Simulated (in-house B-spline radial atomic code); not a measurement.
## Ionising P²⁺ with different functionals

Computed with a B-spline radial code for spherical atoms: non-relativistic Hamiltonian, point nucleus, spin-polarised at highest spin, spherical fractional occupations for the functionals, the average over the highest-spin determinants for Hartree-Fock. The ionisation energy is the difference of two self-consistent energies, [Ne] 3s2 3p1 → [Ne] 3s2, without Breit or QED terms; ε is the level of the shell that loses the electron (its least bound occupied spin orbital).

Hybrids are left out here: with spherical fractional occupations of an open shell their exact exchange keeps a self-interaction that integer-occupation calculations don't have.

```tsv
method	rung	ΔSCF (eV)	-ε(3p) (eV)
Hartree-Fock	Hartree-Fock	29.43	29.68
LDA VWN5	LDA	30.19	24.91
LDA PW92	LDA	30.18	24.90
LDA exchange-only	LDA	28.99	23.81
PBE	GGA	?	?
PBEsol	GGA	30.06	24.83
BLYP	GGA	29.99	24.69
RPBE	GGA	30.06	24.87
PW91	GGA	30.17	24.94
BP86	GGA	30.19	24.95
AM05	GGA	30.03	24.80
OLYP	GGA	30.00	24.82
TPSS	meta-GGA	?	?
SCAN	meta-GGA	29.99	24.96
r2SCAN	meta-GGA	29.97	24.93
M06-L	meta-GGA	29.73	24.78
revTPSS	meta-GGA	30.03	24.89
```

Task: What does TPSS give?

Result: ΔSCF 30.08 eV, and -ε(3p) = 24.92 eV.

Task: What does PBE give?

Result: ΔSCF 30.09 eV, and -ε(3p) = 24.88 eV.

Task: How do they compare with the NIST value?

Result: NIST lists 30.203 eV (measured, ground level to ground level). Errors run from -1.21 to -0.01 eV; BP86 is closest (-0.01 eV), but part of that can be cancellation, since the calculations leave out relativity, Breit-QED terms, multiplet and fine-structure energies. Hartree-Fock also lacks correlation.
